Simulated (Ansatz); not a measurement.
`O[Si]1(F)C=N1` + H₂ → `O[SiH]1C=N1` + H–F at 298.15 K and 1 bar (hydrogenolysis of the Si–F bond).

Calculated with Ansatz (gas phase, PBE0-D4/def2-TZVP geometries, no zero-point term in ΔE). CCSD(T)/CBS adds triple-zeta CCSD(T) − MP2 to the extrapolated MP2 energy (def2 sets, frozen cores). This one scheme is used for every species. Each species was taken in one conformer, which may not be the lowest.

```tsv
species	CCSD(T)/CBS energy (Eh)	H − E (kJ/mol)	S (J/(mol·K))
`O[Si]1(F)C=N1`	-558.05980	114.9	308.0
H₂	-1.17544	35.1	130.4
`O[SiH]1C=N1`	-458.79823	126.0	289.2
H–F	-100.39570	33.5	173.6
```

H − E and S are ideal-gas, rigid-rotor, harmonic terms from PBE0-D4/def2-TZVP, for one conformer and one mirror image of each species. The MP2-based limit puts H₂ 0.8 mEh under its directly extrapolated value; such offsets cancel only in part. 1 Eh = 2625.50 kJ/mol, R = 8.31446 J/(mol·K).

By hand: ΔE, ΔH, ΔS and ΔG.

ΔE = (-458.79823) + (-100.39570) − (-558.05980) − (-1.17544) = 0.04131 Eh = 108.5 kJ/mol. Δ(H − E) = 126.0 + 33.5 − 114.9 − 35.1 = 9.5, so ΔH = 118.0 kJ/mol. ΔS = 289.2 + 173.6 − 308.0 − 130.4 = 24.4 J/(mol·K). ΔG = 118.0 − 298.15 × (24.4)/1000 = 110.7 kJ/mol.

By hand: the equilibrium constant, and the temperature at which ΔG would vanish if ΔH and ΔS stayed fixed.

log₁₀ K = −ΔG/(RT ln 10) = -19.4. ΔG = 0 at ΔH/ΔS = 4836 K, far beyond where these terms or the molecules hold.

ΔH outweighs TΔS. A doubt of 5 kJ/mol in ΔE shifts log₁₀ K by 0.9 here. Other conformers and mirror images would add mixing entropy, several J/(mol·K) or more a flexible species. These are equilibria of isolated gas molecules and say nothing of rates. Largest T1 diagnostic: 0.014 (customary marks: 0.02 for closed shells, 0.045 for open ones).
